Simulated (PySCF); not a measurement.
# From computed data to an observable: chemical shift, span and skew from a shielding tensor

C3F8, SMILES FC(F)(F)C(F)(F)C(F)(F)F. Atoms are numbered in the order given.

```xyz
11

F      1.3677     1.0785     0.9997
C      1.3061     0.0000     0.2342
F      1.3677    -1.0785     0.9997
F      2.3367     0.0000    -0.5951
C      0.0000     0.0000    -0.5914
F      0.0000    -1.0910    -1.3632
F      0.0000     1.0910    -1.3632
C     -1.3061     0.0000     0.2342
F     -1.3677     1.0785     0.9997
F     -2.3367     0.0000    -0.5951
F     -1.3677    -1.0785     0.9997
```
Charge 0, spin multiplicity 1.

Coordinates come from a PBE0-D3(BJ)/def2-SVP optimisation.

GIAO shieldings from PySCF with B3LYP/pcSseg-1, non-relativistic, no solvent. The symmetric part of the tensor of F1 has the principal values 193.7, 265.0, 337.8 ppm. The same nucleus in CFCl3 has σ = 161.7 ppm at this level (PySCF, at its B3LYP-D3(BJ)/def2-TZVP geometry).

Problem. Work out the isotropic shielding, the ¹⁹F shift against CFCl3, the span and the skew.

Solution. 
σ(iso) = (σ11 + σ22 + σ33)/3 = 265.5 ppm. δ = σ(ref) − σ(iso) = 161.7 − (265.5) = -103.8 ppm.
Span Ω = σ33 − σ11 = 144.1 ppm. Skew κ = 3(σ(iso) − σ22)/Ω = 0.01. Tumbling in solution averages the tensor to δ; in a static solid the shielding alone would spread this spin-1/2 line over Ω.
